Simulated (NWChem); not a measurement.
System: AlSiH₃F₂; SMILES [F][Al]([F])[SiH3]

Input file for NWChem:

```
start job
memory heap 200 mb stack 900 mb global 1100 mb
geometry units angstroms noautoz
  Al    -0.007699     0.545670     0.001210
  F     -1.403238     1.443708    -0.004018
  F      1.412537     1.404620    -0.004506
  Si    -0.011534    -1.880782     0.005929
  H      0.845303    -2.389399     1.121367
  H      0.551035    -2.386095    -1.285276
  H     -1.398340    -2.410993     0.171315
end
basis spherical
  * library def2-svp
end
dft
  xc xpbe96 cpbe96
  iterations 150
  vectors input atomic output neutral.movecs
end
task dft energy
charge 1
dft
  odft
  mult 2
  vectors input atomic output cation.movecs
end
task dft energy
```

Parts of the log:

```
             Northwest Computational Chemistry Package (NWChem) 7.3.0
             --------------------------------------------------------

 C1  symmetry detected

                             Geometry "geometry" -> ""
                             -------------------------

 Output coordinates in angstroms (scale by  1.889725989 to convert to a.u.)

  No.       Tag          Charge          X              Y              Z
 ---- ---------------- ---------- -------------- -------------- --------------
    1 Al                  13.0000    -0.00289498     0.56210532     0.00217358
    2 F                    9.0000    -1.39674197     1.46277739    -0.00083687
    3 F                    9.0000     1.41895460     1.41839549    -0.00082379
    4 Si                  14.0000    -0.01129283    -1.86433887     0.00008217
    5 H                    1.0000     0.84433858    -2.37769426     1.11427423
    6 H                    1.0000     0.55061205    -2.36708389    -1.29241379
    7 H                    1.0000    -1.39912991    -2.39240281     0.16367872

 Effective nuclear repulsion energy (a.u.)     195.1868676620

  pbe96 is a nonlocal functional; adding pw91lda local functional.

                                 NWChem DFT Module
                                 -----------------

 Summary of "ao basis" -> "ao basis" (spherical)
 ------------------------------------------------------------------------------
       Tag                 Description            Shells   Functions and Types
 ---------------- ------------------------------  ------  ---------------------
 Al                         def2-svp                 8       18   4s3p1d
 F                          def2-svp                 6       14   3s2p1d
 Si                         def2-svp                 8       18   4s3p1d
 H                          def2-svp                 3        5   2s1p

            General Information
            -------------------
          SCF calculation type: DFT
          Wavefunction type:  closed shell.
          No. of atoms     :     7
          No. of electrons :    48
           Alpha electrons :    24
            Beta electrons :    24
          Charge           :     0
          Spin multiplicity:     1
          Use of symmetry is: off; symmetry adaption is: off
          Maximum number of iterations: 150
          AO basis - number of functions:    79
                     number of shells:    37
          Convergence on energy requested:  1.00D-06
          Convergence on density requested:  1.00D-05
          Convergence on gradient requested:  5.00D-04

              XC Information
              --------------
          PerdewBurkeErnzerhof Exchange Functional  1.000
            Perdew 1991 LDA Correlation Functional  1.000 local
           PerdewBurkeErnz. Correlation Functional  1.000 non-local

             Grid Information
             ----------------
          Grid used for XC integration:  medium
          Radial quadrature: Mura-Knowles
          Angular quadrature: Lebedev.
          Tag              B.-S. Rad. Rad. Pts. Rad. Cut. Ang. Pts.
          ---              ---------- --------- --------- ---------
          Al                  1.25       88          10.0       590
          F                   0.50       49          12.0       434
          Si                  1.10       88          10.0       590
          H                   0.35       45          11.0       434
          Grid pruning is: on
          Number of quadrature shells:   409
          Spatial weights used:  Erf1

      Superposition of Atomic Density Guess
      -------------------------------------

 Sum of atomic energies:        -730.61282131

      Non-variational initial energy
      ------------------------------

 Total energy =    -731.032199
 1-e energy   =   -1405.232734
 2-e energy   =     479.013668
 HOMO         =      -0.356401
 LUMO         =      -0.005982

   convergence    iter        energy       DeltaE   RMS-Dens  Diis-err
 ---------------- ----- ----------------- --------- --------- ---------
 d= 0,ls=0.0,diis     1   -732.6076033572 -9.28D+02  3.41D-02  1.07D+00
 d= 0,ls=0.0,diis     2   -731.9741250813  6.33D-01  2.25D-02  8.08D+00
 d= 0,ls=0.0,diis     3   -732.7388625106 -7.65D-01  1.95D-03  6.90D-03
 d= 0,ls=0.0,diis     4   -732.7394829222 -6.20D-04  9.62D-04  3.05D-03
 d= 0,ls=0.0,diis     5   -732.7400563089 -5.73D-04  1.65D-04  1.57D-04
  Resetting Diis
 d= 0,ls=0.0,diis     6   -732.7400769397 -2.06D-05  4.35D-05  3.01D-05
 d= 0,ls=0.0,diis     7   -732.7400793860 -2.45D-06  3.17D-05  2.01D-06
 d= 0,ls=0.0,diis     8   -732.7400788001  5.86D-07  2.02D-05  8.89D-06
 d= 0,ls=0.0,diis     9   -732.7400795756 -7.75D-07  3.04D-06  3.97D-08

         Total DFT energy =     -732.740079575586
      One electron energy =    -1408.109391473659
           Coulomb energy =      541.353982590395
    Exchange-Corr. energy =      -61.171538354279
 Nuclear repulsion energy =      195.186867661956

 Numeric. integr. density =       47.999996660404

                       DFT Final Molecular Orbital Analysis
                       ------------------------------------

 Vector   22  Occ=2.000000D+00  E=-3.256602D-01
              MO Center=  4.2D-01, -2.1D+00, -1.6D-01, r^2= 2.4D+00
   Bfn.  Coefficient  Atom+Function         Bfn.  Coefficient  Atom+Function
  ----- ------------  ---------------      ----- ------------  ---------------
    70      0.339717  6 H  s                 56     -0.297375  4 Si pz
    65     -0.295183  5 H  s                 59     -0.252309  4 Si pz
    53      0.171714  4 Si pz                71      0.162471  6 H  s
    66     -0.139349  5 H  s                 38     -0.083848  3 F  pz
    41      0.057960  3 F  pz                24     -0.053361  2 F  pz

 Vector   23  Occ=2.000000D+00  E=-3.218612D-01
              MO Center= -3.2D-01, -1.2D+00,  1.2D-01, r^2= 4.9D+00
   Bfn.  Coefficient  Atom+Function         Bfn.  Coefficient  Atom+Function
  ----- ------------  ---------------      ----- ------------  ---------------
    75      0.321077  7 H  s                 54     -0.258181  4 Si px
    37      0.208473  3 F  py                23     -0.203456  2 F  py
    57     -0.200458  4 Si px                65     -0.194602  5 H  s
    76      0.159292  7 H  s                 22     -0.151436  2 F  px
    40     -0.149187  3 F  py                51      0.147550  4 Si px

 Vector   24  Occ=2.000000D+00  E=-2.748182D-01
              MO Center= -6.8D-03, -7.7D-01,  9.9D-04, r^2= 3.3D+00
   Bfn.  Coefficient  Atom+Function         Bfn.  Coefficient  Atom+Function
  ----- ------------  ---------------      ----- ------------  ---------------
    58      0.331480  4 Si py                55      0.299071  4 Si py
     3      0.275956  1 Al s                  9     -0.217193  1 Al py
    50      0.213624  4 Si s                 23     -0.195791  2 F  py
    37     -0.195572  3 F  py                52     -0.166006  4 Si py
     2      0.161944  1 Al s                 26      0.124755  2 F  py

 Vector   25  Occ=0.000000D+00  E=-7.639528D-02
              MO Center= -1.6D-02, -1.6D-01,  2.7D-02, r^2= 4.2D+00
   Bfn.  Coefficient  Atom+Function         Bfn.  Coefficient  Atom+Function
  ----- ------------  ---------------      ----- ------------  ---------------
    13      0.546692  1 Al pz                59      0.486412  4 Si pz
    71      0.426398  6 H  s                 66     -0.370197  5 H  s
    10      0.344841  1 Al pz                 7     -0.172403  1 Al pz
    24      0.167546  2 F  pz                38      0.162901  3 F  pz
    70      0.151334  6 H  s                 27     -0.143958  2 F  pz

 Vector   26  Occ=0.000000D+00  E=-5.082493D-02
              MO Center= -2.2D-02,  1.6D-01, -2.8D-02, r^2= 5.0D+00
   Bfn.  Coefficient  Atom+Function         Bfn.  Coefficient  Atom+Function
  ----- ------------  ---------------      ----- ------------  ---------------
     4      1.220827  1 Al s                 50     -0.724203  4 Si s
    58     -0.523260  4 Si py                49     -0.396737  4 Si s
     3      0.279643  1 Al s                  2      0.238473  1 Al s
    21     -0.228502  2 F  s                 35     -0.217010  3 F  s
    66      0.209865  5 H  s                 71      0.197254  6 H  s

 Vector   27  Occ=0.000000D+00  E=-2.932278D-02
              MO Center=  5.8D-02, -1.0D+00, -1.6D-02, r^2= 4.2D+00
   Bfn.  Coefficient  Atom+Function         Bfn.  Coefficient  Atom+Function
  ----- ------------  ---------------      ----- ------------  ---------------
    57      0.916428  4 Si px                76      0.810281  7 H  s
    66     -0.455177  5 H  s                 11      0.427375  1 Al px
    71     -0.287871  6 H  s                 75      0.213076  7 H  s
    35     -0.156128  3 F  s                  8      0.146395  1 Al px
    60      0.145729  4 Si d -2              14     -0.142905  1 Al d -2

     Multipole analysis of the density
     ---------------------------------

     L   x y z        total         alpha         beta         nuclear
     -   - - -        -----         -----         ----         -------
     0   0 0 0     -0.000000    -24.000000    -24.000000     48.000000

     1   1 0 0     -0.012322     -0.006161     -0.006161      0.000000
     1   0 1 0     -0.662943     -0.331471     -0.331471     -0.000000
     1   0 0 1      0.003520      0.001760      0.001760     -0.000000

     2   2 0 0    -30.938738    -84.488084    -84.488084    138.037430
     2   1 1 0      0.007177     -0.059979     -0.059979      0.127134
     2   1 0 1      0.000400      0.000015      0.000015      0.000369
     2   0 2 0    -30.495673   -206.500330   -206.500330    382.504988
     2   0 1 1      0.016134     -0.010624     -0.010624      0.037381
     2   0 0 2    -24.706018    -17.600340    -17.600340     10.494662

                                 NWChem DFT Module
                                 -----------------

            General Information
            -------------------
          SCF calculation type: DFT
          Wavefunction type:  spin polarized.
          No. of atoms     :     7
          No. of electrons :    47
           Alpha electrons :    24
            Beta electrons :    23
          Charge           :     1
          Spin multiplicity:     2
          Use of symmetry is: off; symmetry adaption is: off
          Maximum number of iterations: 150
          AO basis - number of functions:    79
                     number of shells:    37
          Convergence on energy requested:  1.00D-06
          Convergence on density requested:  1.00D-05
          Convergence on gradient requested:  5.00D-04

              XC Information
              --------------
          PerdewBurkeErnzerhof Exchange Functional  1.000
            Perdew 1991 LDA Correlation Functional  1.000 local
           PerdewBurkeErnz. Correlation Functional  1.000 non-local

             Grid Information
             ----------------
          Grid used for XC integration:  medium
          Radial quadrature: Mura-Knowles
          Angular quadrature: Lebedev.
          Tag              B.-S. Rad. Rad. Pts. Rad. Cut. Ang. Pts.
          ---              ---------- --------- --------- ---------
          Al                  1.25       88          10.0       590
          F                   0.50       49          12.0       434
          Si                  1.10       88          10.0       590
          H                   0.35       45          11.0       434
          Grid pruning is: on
          Number of quadrature shells:   409
          Spatial weights used:  Erf1

      Superposition of Atomic Density Guess
      -------------------------------------

 Sum of atomic energies:        -730.61282131

 Renormalizing density from      48.00 to     47

      Non-variational initial energy
      ------------------------------

 Total energy =    -721.507515
 1-e energy   =   -1375.957052
 2-e energy   =     459.262670
 HOMO         =      -0.637408
 LUMO         =      -0.272403

[...]
```

Level: PBE/def2-SVP, vertical spin-unrestricted ions. Structure relaxed at the PBE0/def2-SVP level.
